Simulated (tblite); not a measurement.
C6H16P2.
Cartesian coordinates in Å at the GFN2-xTB level; atoms count from 1:
```
atom  x, y, z in Å
C1     3.5177   -0.4772    0.8971
C2     2.3654   -0.7507   -0.0620
C3     1.0700   -0.1141    0.4310
P4    -0.3745   -0.5072   -0.6823
C5     0.0170    0.6590   -2.0705
P6    -1.8275    0.7807    0.3542
C7    -2.2640   -0.4029    1.7140
C8    -3.2790    0.4245   -0.7449
H9     4.4361   -0.9320    0.5330
H10    3.2998   -0.8859    1.8816
H11    3.6810    0.5938    1.0006
H12    2.2183   -1.8286   -0.1637
H13    2.6173   -0.3582   -1.0497
H14    0.8323   -0.5087    1.4233
H15    1.1821    0.9710    0.5173
H16    0.2217    1.6608   -1.6962
H17   -0.8268    0.6928   -2.7569
H18    0.8820    0.2856   -2.6160
H19   -1.4732   -0.4087    2.4612
H20   -2.4062   -1.4108    1.3273
H21   -3.1823   -0.0607    2.1890
H22   -3.1751    0.9749   -1.6777
H23   -4.1836    0.7656   -0.2439
H24   -3.3600   -0.6402   -0.9582
```

Computed with GFN2-xTB (tblite): harmonic, unscaled wavenumbers at the GFN2-xTB geometry, gas phase. This tight-binding method is rough: wavenumbers can miss measured ones by several per cent, in bad cases by 10 to 20. One conformer, not necessarily the lowest.

Harmonic wavenumbers (cm⁻¹): 26.1, 49.4, 77.5, 86.8, 130.1, 142.8, 171.9, 175.9, 203.9, 223.9, 230.0, 242.5, 273.8, 291.6, 364.8, 493.3, 699.5, 708.6, 733.2, 746.8, 756.1, 821.5, 833.2, 852.1, 870.1, 896.4, 900.5, 937.9, 949.2, 1026.7, 1081.3, 1110.7, 1214.6, 1228.3, 1271.0, 1313.1, 1316.3, 1317.9, 1339.6, 1415.1, 1434.9, 1441.0, 1446.4, 1450.7, 1453.7, 1460.3, 1465.7, 1493.8, 1503.2, 1505.9, 2926.8, 2945.6, 2965.3, 2979.8, 2990.2, 2991.6, 2993.6, 3000.4, 3005.8, 3006.1, 3015.5, 3017.9, 3019.6, 3027.6, 3031.4, 3036.8.

A = 2419, B = 737.8, C = 621.2 MHz; mass 150.073 u (most abundant isotopes); point group C1, symmetry number 1.

Question: Zero-point energy?

Answer: Half the sum of the wavenumbers: 45067 cm⁻¹ = 128.85 kcal/mol.

Question: What is S at 400 K and 1 bar for an ideal gas of classical rigid rotors and harmonic oscillators?

Answer: Translation 42.41, rotation 30.93, vibration 58.15: S = 131.5 cal/(mol K).

Question: And Cp and H(400 K) − H(0)?

Answer: Cp = 59.33 cal/(mol K), of which vibrations give 51.38 (their classical limit is 66 R = 131.2); H(400 K) − H(0) = 14.46 kcal/mol without the zero-point energy, 11.28 from vibrations.

Question: How do the functions run with temperature in this model?

Answer: 
```csv
T (K),S (cal/(mol K)),Cp (cal/(mol K)),H − H(0) (kcal/mol),G − H(0) (kcal/mol),ln q(vib)
100,77.4,25.8,1.66,-6.08,3.25
200,99.0,37.1,4.84,-14.97,7.52
300,116.1,48.1,9.09,-25.74,11.42
500,145.8,69.3,20.91,-52.00,18.54
800,183.6,91.3,45.25,-101.60,28.23
1000,205.1,101.4,64.56,-140.50,34.13
```

q(vib) and H(0) count from the zero-point level.

Question: Blend soft modes into free rotors: weight 1/[1 + (100 cm⁻¹/ν̃)⁴] for the oscillator and the rest for a rotor with moment μB/(μ + B), μ = h/(8π²ν), B = 10⁻⁴⁴ kg m². What vibrational entropy results?

Answer: 52.62 cal/(mol K) in place of 58.15, which changes −T·S at 400 K by +2.21 kcal/mol.

Question: Which modes carry the vibrational entropy at 400 K?

Answer: 26.1 cm⁻¹: 6.69; 49.4 cm⁻¹: 5.42; 77.5 cm⁻¹: 4.53; 86.8 cm⁻¹: 4.31; 130.1 cm⁻¹: 3.51; 142.8 cm⁻¹: 3.33 cal/(mol K); the other 60 give 30.35 together.

Question: What must be added to the electronic energy to get the Gibbs energy at 400 K and 1 bar?

Answer: ZPE + [H(400 K) − H(0)] − T·S = 128.85 + 14.46 − 52.59 = 90.72 kcal/mol.

Hindered rotation and anharmonicity are outside this model. Other conformers, if any are populated, would add a mixing term that is left out. The structure is chiral; the term R ln 2 for an equal mix with its mirror image is left out.

The run took 1.2 s on an Arm Neoverse V1 with one thread, shared host. This covers the Hessian and the dipole derivatives.
